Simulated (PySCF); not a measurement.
Cl2H2O2Si, SMILES O[Si](O)(Cl)Cl.

Geometry optimised at PBE0-D3(BJ)/def2-SVP. The values are those of a single conformer.

Computed with PySCF with r2SCAN/def2-TZVP.

```
Item                                                                                                            Value
---------------------------------------------------------------------------------------------  ----------------------
total energy                                                                                      -1361.71528 hartree
point group                                                                                                        C2
highest occupied level                                                                                       -8.11 eV
lowest empty level                                                                                           -0.23 eV
orbital gap                                                                                                   7.88 eV
dipole moment                                                                                                  1.99 D
quadrupole, principal values (traceless, Buckingham form, about the centre of nuclear charge)   -9.39, 3.17, 6.22 D·Å
mean static polarisability                                                                       51.4 bohr³ (7.61 Å³)
polarisability, principal values                                                               44.7, 50.1, 59.3 bohr³
```
